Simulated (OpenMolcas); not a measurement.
# Multiconfigurational calculation on C IV

Input:

```
&GATEWAY
Coord
1

C 0.0 0.0 0.0
Basis=ANO-L-VDZP
Group=XYZ
NoMove
AngMom=0.0 0.0 0.0
AMFI
&SEWARD
&RASSCF
FileOrb=start.orb
Symmetry=1
Spin=2
nActEl=1 0 0
Inactive=1 0
Ras2=1 3
CIRoot=1 1 1
SDav=1
CIMx=300
Iter=120 100
PrWF=0.3
OrbListing=Nothing
MaxOrb=0
Atom
>>> COPY $Project.JobIph JOBPRE
&RASSCF
FileOrb=start.orb
Symmetry=1
Spin=2
nActEl=1 0 1
Inactive=1 0
Ras2=1 3
Ras3=5 0
CIRoot=1 1 1
SDav=6
CIMx=300
Iter=120 100
PrWF=0.3
OrbListing=Nothing
MaxOrb=0
Thrs=2.0e-7 1.0e-1 5.0e-4
Atom
>>> COPY $Project.JobIph JOB001
&RASSCF
FileOrb=start.orb
Symmetry=2
Spin=2
nActEl=1 0 1
Inactive=1 0
Ras2=1 3
Ras3=5 0
CIRoot=3 3 1
SDav=3
CIMx=300
Iter=120 100
PrWF=0.3
OrbListing=Nothing
MaxOrb=0
Thrs=2.0e-7 1.0e-1 5.0e-4
Atom
>>> COPY $Project.JobIph JOB002
&RASSI
NrOfJobIphs=2 1 3
1
1 2 3
IphNames
JOB001
JOB002
EJob
SpinOrbit
DIPRint=1.0
SOCoupling=1000.0
Subsets=2
MEES
Property=10
'ANGMOM' 1 'ANGMOM' 2 'ANGMOM' 3 'MLTPL  1' 1 'MLTPL  1' 2 'MLTPL  1' 3
'AMFI' 1 'AMFI' 2 'AMFI' 3 'MLTPL  2' 6
SOProperty=3
'ANGMOM' 1 'ANGMOM' 2 'ANGMOM' 3
```

Launched by
```bash
OMP_NUM_THREADS=1 MOLCAS_MEM=2252 MOLCAS_PROJECT=a pymolcas a.inp > a.log  # once for each step of the input, in one work folder
```

A driver script runs the steps one by one and writes start.orb anew before each from the orbitals found so far.

Output, cut to the results:

```
--- SEWARD ---
Basis set label: C.ANO-L...3S2P1D.

      Electronic valence basis set:
      ------------------
      Associated Effective Charge   6.000000 au
      Associated Actual Charge      6.000000 au
      Nuclear Model: Point charge

      Shell  nPrim  nBasis  Cartesian Spherical Contaminant
         s      14       3        X
         p       9       2        X
         d       4       1                 X
                  Atomic mean-field integrals
--- RASSCF ---
Wave function specifications:
      -----------------------------

      Number of closed shell electrons           2
      Number of electrons in active shells       1
      Max number of holes in RAS1 space          0
      Max nr of electrons in RAS3 space          1
      Number of inactive orbitals                1
      Number of active orbitals                  9
      Number of secondary orbitals               4
      Spin quantum number                      0.5
      State symmetry                             1
Orbital specifications:
      -----------------------

      Symmetry species                           1   2
                                                ag  au
      Frozen orbitals                            0   0
      Inactive orbitals                          1   0
      Active orbitals                            6   3
      RAS1 orbitals                              0   0
      RAS2 orbitals                              1   3
      RAS3 orbitals                              5   0
      Secondary orbitals                         1   3
      Deleted orbitals                           0   0
      Number of basis functions                  8   6
      Number of CSFs                             6
      Number of root(s) required                 1
      Iter CI   SX   CI       RASSCF       Energy    max ROT     max BLB   max BLB  Level Ln srch  Step   QN
          iter iter root      energy       change     param      element    value   shift minimum  type update
 Nr of preliminary CI iterations:   1
 ###############################################################################
 ###############################################################################
 ###                                                                         ###
 ###                                                                         ###
 ###    WARNING: Problems in orbital optimization.                           ###
 ###                                                                         ###
 ###                                                                         ###
 ###############################################################################
 ###############################################################################
  Warning: In symmetry  1, orbital p=   3 has diagonal density matrix element D(p,p) close to zero. D(p,p)=  2.080753E-66
  Warning: In symmetry  1, orbital p=   4 has diagonal density matrix element D(p,p) close to zero. D(p,p)=  5.362788E-64
        ...
  Warning: In symmetry  2, orbital p=   1 has diagonal density matrix element D(p,p) close to zero. D(p,p)=  0.000000E+00
  Warning: In symmetry  2, orbital p=   2 has diagonal density matrix element D(p,p) close to zero. D(p,p)=  0.000000E+00
  Warning: In symmetry  2, orbital p=   3 has diagonal density matrix element D(p,p) close to zero. D(p,p)=  0.000000E+00
        4   1    1    1   -34.72021910    7.11E-15   0.00E+00    1   2 1 -1.30E-08   0.50   0.00    SX    NO
      Convergence after  4 iterations
        5   1    1    1   -34.72021910    0.00E+00   0.00E+00    1   2 1 -1.30E-08   0.50   0.00    SX    NO
      Natural orbitals and occupation numbers for root  1
      sym 1:   1.000000   0.000000   0.000000   0.000000   0.000000   0.000000
      sym 2:   0.000000   0.000000   0.000000
::    RASSCF root number  1 Total energy:    -34.72021910
--- RASSCF ---
Wave function specifications:
      -----------------------------

      Number of closed shell electrons           2
      Number of electrons in active shells       1
      Max number of holes in RAS1 space          0
      Max nr of electrons in RAS3 space          1
      Number of inactive orbitals                1
      Number of active orbitals                  9
      Number of secondary orbitals               4
      Spin quantum number                      0.5
      State symmetry                             2
Orbital specifications:
      -----------------------

...
--- RASSI ---
SPIN-FREE ENERGIES:
  (Shifted by EMIN (a.u.) =        -34.7202191033)

 SF State       Relative EMIN(au)   Rel lowest level(eV)    D:o, cm**(-1)      L_eff

     1             0.0000000000        0.0000000000              0.0000         0.0
     2             0.3241593615        8.8208255916          71144.7564         1.0
     3             0.3241593615        8.8208255916          71144.7564         1.0
     4             0.3241593615        8.8208255916          71144.7564         1.0
     Dipole printing threshold changed to   1.00000000E+00

++ Dipole transition strengths (spin-free states):
   -----------------------------------------------
     for osc. strength at least  1.00000000E+00

  ( Max oscillator strength is only   0.12436775362895847      )
--
Eigenvalues of complex Hamiltonian:
   -----------------------------------
  (Shifted by EMIN (a.u.) =        -34.7202191033)

 SO State       Relative EMIN(au)   Rel lowest level(eV)    D:o, cm**(-1)     J-value

     1             0.0000000000        0.0000000000              0.0000         0.4
     2             0.0000000000        0.0000000000              0.0000         0.4
     3             0.3239425860        8.8149268282          71097.1796         0.4
     4             0.3239425860        8.8149268282          71097.1796         0.4
     5             0.3242677493        8.8237749733          71168.5447         1.4
     6             0.3242677493        8.8237749733          71168.5447         1.4
     7             0.3242677493        8.8237749733          71168.5447         0.8
     8             0.3242677493        8.8237749733          71168.5447         0.8
Weights of the five most important spin-orbit-free states for each spin-orbit state.

 SO State  Total energy (au)           Spin-free states, spin, and weights
 -------------------------------------------------------------------------------------------------------
...
```

The J values that RASSI prints are effective ones from its own formula and need not be integers or half-integers; the table below assigns J from the states.

Levels above the lowest, from the spin-orbit matrix, grouped by J:

| Configuration | Term | J | E (eV) | Measured (eV) | Term weight % |
| --- | --- | --- | --- | --- | --- |
| 2s | ²S | 1/2 | 0.0000 | 0.0000 | 100 |
| 2p | ²P° | 1/2 | 8.8149 | 7.9950 | 100 |
| 2p | ²P° | 3/2 | 8.8238 | 8.0084 | 100 |

Against the 2 measured excited levels shown (Moore, Selected Tables of Atomic Spectra, NSRDS-NBS 3, section 3) the mean absolute deviation is 6600 cm-1; the largest miss in energy is 2p ²P°_1/2: computed 8.8149, measured 7.9950 eV (+10.3 %).

With one active electron outside closed inactive shells, the extra shells (3d) add no correlation to the reference. With one active electron the reference holds no correlation, so core polarisation is missing. The basis is small and was not contracted for so high a charge. Computed and measured levels are paired by configuration, term and J; levels that our copy of the source lacks, or whose pairing is in doubt (as where it misses far off the trend of its configuration), stay unpaired and out of the deviations. Only configurations of the active space appear. The first state left out of the spin-orbit step lies near 340000 cm-1 above the lowest spin-free state of the reference (among the parities and spins computed), and the list stops at four fifths of that energy or lower.

The term weight is that of the spin-free term in the level, not the purity of its configuration. ° marks odd parity.
